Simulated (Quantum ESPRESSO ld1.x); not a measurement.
Results of a calculation; reference values are marked as such.
Task: Pr IV, configuration [Kr] 4d10 4f2 5s1 5p6 6s1 (not the ground configuration). Level of theory: scalar-relativistic Kohn-Sham, BP86, spin-unpolarised, spherical densities, point nucleus (ld1.x of Quantum ESPRESSO 7.5). Some entries of the table are withheld. Estimate them.

orbital  occ.  eigenvalue (eV)  r(max) (bohr)  <r^2> (bohr^2)
1s          2         -41861.5          0.015       0.0007894
2s          2         -6766.00          0.087         0.01253
2p          6         -6057.81            (1)         0.01001
3s          2         -1489.94          0.249         0.08473
3p          6         -1265.67          0.243             (2)
3d         10         -950.790          0.201         0.07216
4s          2              (3)          0.577          0.4352
4p          6              (4)          0.606          0.4911
4d         10         -147.541          0.635          0.6037
5s          1         -71.0087           1.33           2.343
5p          6         -51.8603           1.47           3.031
4f          2         -36.2031          0.672           1.209
5d          0         -27.5025           1.89           5.482
6s          1         -23.3746           3.02           11.47
6p          0         -18.3434           3.49           15.29
7s          0         -11.0898           5.97           39.92
5f          0         -10.9499           3.75           20.13

Result: 
(1) 2p r(max) (bohr): 0.070
(2) 3p <r^2> (bohr^2): 0.08476
(3) 4s eigenvalue (eV): -326.099
(4) 4p eigenvalue (eV): -252.654
